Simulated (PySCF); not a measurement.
PySCF input for AlCl2H3Si, SMILES [SiH3][Al]([Cl])[Cl], TDDFT-CAM-B3LYP/def2-SVPD. The structure is a stationary point at PBE0-D3(BJ)/def2-SVP.

```python
import numpy as np
from pyscf import gto, scf, dft, tdscf

mol = gto.M(
    atom='''
    Al   -0.07099678    0.02695475   -0.03202901
    Cl   -1.77659013   -1.17370795   -0.27684822
    Cl   -0.11975128    1.91704001   -0.94678306
    Si    1.87666040   -0.73522600    1.20420126
    H     2.51420767    0.40727421    1.92745803
    H     2.87499960   -1.30520928    0.24521969
    H     1.49830954   -1.79595765    2.18661370
    ''',
    basis='def2-SVPD',
    charge=0,
    spin=0,
    max_memory=1600,
    verbose=4,
)
mf = dft.RKS(mol, xc='cam-b3lyp').density_fit(auxbasis='def2-universal-jkfit')
mf.grids.level = 3
mf.conv_tol = 1e-9
mf.max_cycle = 100
mf.kernel()
mf.grids = dft.Grids(mol).set(level=1).build(with_non0tab=True)  # coarser grid for the response kernel
td = tdscf.TDDFT(mf)
td.singlet = True
td.nstates = 10
td.conv_tol = 1e-4
td.kernel(x0=td.get_init_guess(mf, 15))
td.analyze()
tt = tdscf.TDA(mf)
tt.singlet = False
tt.nstates = 4
tt.conv_tol = 1e-4
tt.kernel(x0=tt.get_init_guess(mf, 9))
tt.analyze(verbose=3)
```

Output:

```
PySCF version 2.14.0

[INPUT] verbose = 4
[INPUT] num. atoms = 7
[INPUT] num. electrons = 64
[INPUT] charge = 0
[INPUT] spin (= nelec alpha-beta = 2S) = 0
[INPUT] symmetry False subgroup None
[INPUT] Mole.unit = angstrom
[INPUT] Symbol           X                Y                Z      unit          X                Y                Z       unit  Magmom
[INPUT]  1 Al    -0.070996780000   0.026954750000  -0.032029010000 AA   -0.134164469926   0.050937095256  -0.060526056941 Bohr   0.0
[INPUT]  2 Cl    -1.776590130000  -1.173707950000  -0.276848220000 AA   -3.357268781305  -2.217986575725  -0.523167313873 Bohr   0.0
[INPUT]  3 Cl    -0.119751280000   1.917040010000  -0.946783060000 AA   -0.226297122266   3.622680588733  -1.789160682778 Bohr   0.0
[INPUT]  4 Si     1.876660400000  -0.735226000000   1.204201260000 AA    3.546374184817  -1.389375779659   2.275610580256 Bohr   0.0
[INPUT]  5 H      2.514207670000   0.407274210000   1.927458030000 AA    4.751163916581   0.769636714499   3.642367793294 Bohr   0.0
[INPUT]  6 H      2.874999600000  -1.305209280000   0.245219690000 AA    5.432961852234  -2.466488074441   0.463398054451 Bohr   0.0
[INPUT]  7 H      1.498309540000  -1.795957650000   2.186613700000 AA    2.831394680423  -3.393868089817   4.132101033222 Bohr   0.0

nuclear repulsion = 291.023673647396
number of shells = 54
number of NR pGTOs = 204
number of NR cGTOs = 126
basis = def2-SVPD
ecp = {}


******** <class 'pyscf.df.df_jk.DFRKS'> ********
method = DFRKS
initial guess = minao
damping factor = 0
level_shift factor = 0
DIIS = <class 'pyscf.scf.diis.CDIIS'>
diis_start_cycle = 1
diis_space = 8
diis_damp = 0
SCF conv_tol = 1e-09
SCF conv_tol_grad = None
SCF max_cycles = 100
direct_scf = False
XC library pyscf.dft.libxc version 7.1.2
    S. Lehtola, C. Steigemann, M. J. T. Oliveira, and M. A. L. Marques,  SoftwareX 7, 1–5 (2018)
XC functionals = cam-b3lyp
    T. Yanai, D. P. Tew, and N. C. Handy,  Chem. Phys. Lett. 393, 51 (2004)
radial grids:
    Treutler-Ahlrichs [JCP 102, 346 (1995); DOI:10.1063/1.469408] (M4) radial grids

becke partition: Becke, JCP 88, 2547 (1988); DOI:10.1063/1.454033
pruning grids: <function nwchem_prune>
grids dens level: 3
symmetrized grids: False
atomic radii adjust function: <function treutler_atomic_radii_adjust>
small_rho_cutoff = 0
Set gradient conv threshold to 3.16228e-05
Initial guess from minao.
tot grids = 105544
******** <class 'pyscf.df.df.DF'> ********
auxbasis = def2-universal-jkfit
Create RSH-DF object <pyscf.df.df.DF object> for omega=0.33
******** <class 'pyscf.df.df.DF'> ********
auxbasis = auxmol.basis = def2-universal-jkfit
init E= -1453.79358443021
  HOMO = -0.308452586239933  LUMO = -0.0504543981859249  gap/eV = 7.02049
cycle= 1 E= -1453.8064106414  delta_E= -0.0128  |g|= 0.357  |ddm|= 2.78
  HOMO = -0.354804886219339  LUMO = -0.0664997100130269  gap/eV = 7.84518
cycle= 2 E= -1453.82131253265  delta_E= -0.0149  |g|= 0.329  |ddm|= 1.18
  HOMO = -0.356871069636834  LUMO = -0.0352936173132488  gap/eV = 8.75057
cycle= 3 E= -1453.85323107138  delta_E= -0.0319  |g|= 0.0157  |ddm|= 0.514
  HOMO = -0.355323329444261  LUMO = -0.0336459257216593  gap/eV = 8.75329
cycle= 4 E= -1453.85338670025  delta_E= -0.000156  |g|= 0.00573  |ddm|= 0.063
  HOMO = -0.355865247404114  LUMO = -0.0334849257683349  gap/eV = 8.77242
cycle= 5 E= -1453.85339990463  delta_E= -1.32e-05  |g|= 0.00158  |ddm|= 0.016
  HOMO = -0.356048197648512  LUMO = -0.0337547013616217  gap/eV = 8.77005
cycle= 6 E= -1453.8534009414  delta_E= -1.04e-06  |g|= 0.000215  |ddm|= 0.00375
  HOMO = -0.356008111384075  LUMO = -0.0337261065999197  gap/eV = 8.76974
cycle= 7 E= -1453.85340096952  delta_E= -2.81e-08  |g|= 6.55e-05  |ddm|= 0.000736
  HOMO = -0.356019239348698  LUMO = -0.0337312865029813  gap/eV = 8.76990
cycle= 8 E= -1453.85340097169  delta_E= -2.17e-09  |g|= 1.33e-05  |ddm|= 0.000179
  HOMO = -0.356017794632136  LUMO = -0.0337300922566395  gap/eV = 8.76990
cycle= 9 E= -1453.8534009718  delta_E= -1.06e-10  |g|= 2.18e-06  |ddm|= 5.16e-05
  HOMO = -0.356017386938328  LUMO = -0.0337297018889857  gap/eV = 8.76989
Extra cycle  E= -1453.8534009718  delta_E= -5.68e-12  |g|= 8.99e-07  |ddm|= 8.01e-06
converged SCF energy = -1453.8534009718
tot grids = 32816


******** <class 'pyscf.tdscf.rks.TDDFT'> for <class 'pyscf.df.df_jk.DFRKS'> ********
nstates = 10 singlet
deg_eia_thresh = 1.000e-03
wfnsym = None
conv_tol = 0.0001
eigh lindep = 1e-12
eigh level_shift = 0
eigh max_cycle = 100


Excitation energies (eV)
[5.46421026 6.37427525 6.6824978  6.88868081 7.08607353 7.21732943
 7.38928906 7.45925881 7.52004322 7.55937032]

** Singlet excitation energies and oscillator strengths **
Excited State   1:      5.46421 eV    226.90 nm  f=0.0243
      32 -> 33        0.69962
Excited State   2:      6.37428 eV    194.51 nm  f=0.0000
      31 -> 33       -0.69647
Excited State   3:      6.68250 eV    185.54 nm  f=0.3521
      29 -> 33        0.11523
      32 -> 34        0.67899
Excited State   4:      6.88868 eV    179.98 nm  f=0.0103
      30 -> 33        0.63217
      32 -> 35       -0.27305
Excited State   5:      7.08607 eV    174.97 nm  f=0.0452
      30 -> 33        0.20048
      31 -> 34        0.37116
      32 -> 35        0.52695
Excited State   6:      7.21733 eV    171.79 nm  f=0.0049
      28 -> 33        0.68438
Excited State   7:      7.38929 eV    167.79 nm  f=0.1163
      29 -> 33       -0.66593
      32 -> 34        0.10470
Excited State   8:      7.45926 eV    166.22 nm  f=0.1098
      27 -> 33       -0.22883
      28 -> 35       -0.11434
      30 -> 33       -0.17402
      31 -> 34        0.53327
      32 -> 35       -0.26930
Excited State   9:      7.52004 eV    164.87 nm  f=0.0057
      30 -> 34        0.65888
      30 -> 36       -0.12475
Excited State  10:      7.55937 eV    164.01 nm  f=0.0336
      27 -> 33       -0.63773
      31 -> 34       -0.13132
      32 -> 35        0.17680

** Transition electric dipole moments (AU) **
state          X           Y           Z        Dip. S.      Osc.
  1        -0.2037      0.1798      0.3285      0.1817      0.0243
  2        -0.0068     -0.0154      0.0011      0.0003      0.0000
  3        -1.1825      0.4283     -0.7542      2.1506      0.3521
  4        -0.1898     -0.1581     -0.0153      0.0613      0.0103
  5        -0.1378     -0.4667      0.1541      0.2605      0.0452
  6         0.0277      0.0234      0.1632      0.0279      0.0049
  7        -0.6701      0.2337     -0.3725      0.6424      0.1163
  8         0.3046      0.6869     -0.1898      0.6006      0.1098
  9         0.0699      0.1552     -0.0416      0.0307      0.0057
 10        -0.1401     -0.3973      0.0629      0.1814      0.0336

** Transition velocity dipole moments (imaginary part, AU) **
state          X           Y           Z        Dip. S.      Osc.
  1        -0.0417      0.0366      0.0664      0.0075      0.0249
  2        -0.0016     -0.0038      0.0002      0.0000      0.0000
  3        -0.2958      0.1069     -0.1881      0.1343      0.3645
  4        -0.0479     -0.0393     -0.0041      0.0039      0.0102
  5        -0.0377     -0.1256      0.0411      0.0189      0.0483
  6         0.0076      0.0061      0.0433      0.0020      0.0050
  7        -0.1846      0.0645     -0.1013      0.0485      0.1190
  8         0.0846      0.1904     -0.0525      0.0462      0.1123
  9         0.0195      0.0433     -0.0116      0.0024      0.0058
 10        -0.0398     -0.1124      0.0177      0.0145      0.0348

** Transition magnetic dipole moments (imaginary part, AU) **
state          X           Y           Z
  1         0.4404      0.8290     -0.1809
  2        -0.2179      0.0875     -0.1064
  3        -0.0498     -0.0506      0.0553
  4        -0.0120     -0.0328     -0.1393
  5        -0.2528      0.2840      0.6292
  6        -0.0315     -0.0530      0.0164
  7         0.0056      0.0347      0.0150
  8        -0.0691      0.0716      0.2255
  9        -0.7119      0.2789     -0.4508
 10        -0.1563      0.0692      0.0820


******** <class 'pyscf.tdscf.rks.TDA'> for <class 'pyscf.df.df_jk.DFRKS'> ********
nstates = 4 triplet
deg_eia_thresh = 1.000e-03
wfnsym = None
conv_tol = 0.0001
eigh lindep = 1e-12
eigh level_shift = 0
eigh max_cycle = 100


Excitation energies (eV)
[4.57233128 5.79555205 6.14234423 6.27170322]

** Triplet excitation energies and oscillator strengths **
Excited State   1:      4.57233 eV    271.16 nm  f=0.0000
Excited State   2:      5.79555 eV    213.93 nm  f=0.0000
Excited State   3:      6.14234 eV    201.85 nm  f=0.0000
Excited State   4:      6.27170 eV    197.69 nm  f=0.0000
```

Self-consistency was reached.
